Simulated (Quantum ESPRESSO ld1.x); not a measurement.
Values are calculated unless marked as measured or tabulated.
How relativity changes the ionisation of neutral gold ([Xe] 4f14 5d10 6s1) to Au+ ([Xe] 4f14 5d10). Spin-unpolarised spherical Kohn-Sham, PW91, point nucleus, ld1.x of Quantum ESPRESSO 7.5. A level marked "c x" has the speed of light scaled by that factor.

[
 {"level": "non-rel.", "E(Au) (hartree)": "-17870.804", "E(Au+) (hartree)": "-17870.534", "IE (eV)": "7.351", "HOMO": "6s", "<r> HOMO (bohr)": "3.369"},
 {"level": "scalar-rel.", "E(Au) (hartree)": "-19013.672", "E(Au+) (hartree)": "-19013.323", "IE (eV)": "9.490", "HOMO": "6s", "<r> HOMO (bohr)": "2.865"},
 {"level": "Dirac, c x 0.85", "E(Au) (hartree)": "-19649.90", "E(Au+) (hartree)": "-19649.50", "IE (eV)": "10.851", "HOMO": "5d5/2", "<r> HOMO (bohr)": "1.694"},
 {"level": "Dirac, c x 10", "E(Au) (hartree)": "-17880.69", "E(Au+) (hartree)": "-17880.42", "IE (eV)": "7.366", "HOMO": "6s1/2", "<r> HOMO (bohr)": "3.364"}
]

NIST Atomic Spectra Database: 9.226 eV (measured). The relativistic part of the total energy of Au is -1143 hartree (scalar-rel.), 6.4 % of the non-relativistic value. Spin polarisation and multiplet splitting of open shells are left out at every level.

Beside tabulated values, note that relativity, absent from the non-relativistic runs, is large for the heavy elements, and spin-unpolarised runs miss the spin-polarisation part of the exchange energy of open shells.
